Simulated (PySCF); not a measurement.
C₅H₄FN₃S.
Structure used (PBE0-D3(BJ)/def2-SVP), in Å, numbered top down from 1:
```xyz
14
C5H4FN3S angstrom
C     -2.1814   -0.7884    0.3521
C     -1.4820    0.3477   -0.3171
S     -2.2525    1.5297   -1.1197
C      0.0125    0.3398   -0.2133
N      0.7158    1.3469   -0.7328
C      2.0283    1.2504   -0.5910
N      2.6732    0.2515    0.0102
C      1.8733   -0.6816    0.4787
F      2.4425   -1.6926    1.0792
N      0.5590   -0.7078    0.4109
H     -3.2662   -0.6923    0.2338
H     -1.8368   -1.7471   -0.0679
H     -1.9154   -0.8258    1.4207
H      2.6427    2.0602   -1.0017
```

Linear response at CAM-B3LYP/def2-SVPD (PySCF, frozen core in the response, non-relativistic). One conformer (not necessarily the lowest) at the PBE0-D3(BJ)/def2-SVP geometry, without solvent, vibrations or thermal averaging.

Static isotropic polarisability: 99.32 au (14.72 Å³), principal values 59.2, 102.7, 136.0 au.

(1) What is the polarisability at 1064 nm and at the sodium D line?

(2) What is the isotropic C6 coefficient between two such molecules, C6 = (3/π)∫α(iω)² dω?

(3) Which effective excitation energy ω̄ makes London's formula C6 = (3/4)α²ω̄ exact here?

(4) How anisotropic is the static polarisability, by Δα² = ½[(α1 − α2)² + (α2 − α3)² + (α3 − α1)²]?

(5) The lowest 6 singlets have (eV, f): 1.77, 0.000; 4.03, 0.000; 4.40, 0.003; 4.81, 0.016; 4.85, 0.301; 5.34, 0.000. What share of the static polarisability do they carry in the sum over states α = Σ f/ω²?

(6) How many electrons N does the Slater–Kirkwood formula C6 = (3/4)·√N·α^(3/2) need to give this C6?

Answers

(1) 100.77 au at 1064 nm (+1.5 %), 104.43 au at 589.3 nm (+5.2 %). The lowest singlet lies at 699 nm (f = 0.000), near or inside this range; the response is undamped and has a pole at each allowed excitation.

(2) 3703 au (Eh·bohr⁶) by a ten-point quadrature over imaginary frequencies, which is 2210 eV·Å⁶ or 213 J·nm⁶/mol.

(3) ω̄ = 4·C6/(3α²) = 0.501 Eh = 13.6 eV.

(4) Δα = 66.7 au, or 0.67 of the isotropic value.

(5) 10.13 au, 10.2 % of α; the largest term, 9.50 au, is that of the state at 4.85 eV. Their oscillator strengths add up to 0.32. Higher states carry the rest.

(6) N = (4·C6/3)²/α³ = 24.9; the species has 80 electrons in all.
